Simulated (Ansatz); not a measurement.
Born–Oppenheimer molecular dynamics of CH8O2Si2 (13 atoms, charge 0, multiplicity 1). It starts from a relaxed structure.

All numbers below come from RHF/def2-SVP in Ansatz.

```
ensemble                      : NVE (velocity Verlet)
time step                     : 0.5 fs
steps asked                   : 500
starting velocities drawn for : 1500 K
masses                        : H 3.016 u
seed                          : 159788
```

First frame:

```xyz
13
Properties=species:S:1:pos:R:3
Si -0.249 -0.172 0.275
O 0.066 0.050 1.865
C -0.805 0.393 2.898
H -1.484 -0.429 3.134
H -0.221 0.622 3.788
H -1.403 1.273 2.645
H 1.044 -0.400 -0.387
H -0.937 1.015 -0.273
O -1.232 -1.460 0.044
Si -1.785 -2.991 -0.154
H -1.982 -3.633 1.165
H -3.076 -2.958 -0.873
H -0.813 -3.789 -0.937
```

**Question.** How far do the bonds stretch over the last three quarters of this one trajectory? (Pairs bonded in most of those frames.)

**Answer.** 
```csv
bond,mean (Å),spread (Å),shortest,longest
Si1–O2,1.644,0.054,1.55,1.74
Si1–H7,1.483,0.048,1.41,1.56
Si1–H8,1.489,0.046,1.40,1.57
Si1–O9,1.644,0.060,1.52,1.77
O2–C3,1.395,0.031,1.33,1.45
C3–H4,1.099,0.039,1.02,1.17
C3–H5,1.099,0.037,1.03,1.17
C3–H6,1.095,0.019,1.06,1.13
O9–Si10,1.654,0.057,1.54,1.77
Si10–H11,1.495,0.081,1.37,1.62
Si10–H12,1.513,0.113,1.33,1.69
Si10–H13,1.484,0.016,1.45,1.51
```

Mean temperature of the second half: 787 K. The conserved energy stayed within 0.34 meV per atom of its start (net change 0.23 meV per atom), so the integration is sound. Over the second half the temperature averaged 0.52 of the 1500 K drawn at the start: a run that starts near a minimum puts about half its kinetic energy into the potential. A run of 0.25 ps of so small a system gives no equilibrium averages.

The run took 6.6 min on 4 threads of Intel(R) Xeon(R) Platinum 8488C (Sapphire Rapids), with other jobs on the host, peak memory 0.27 GiB.
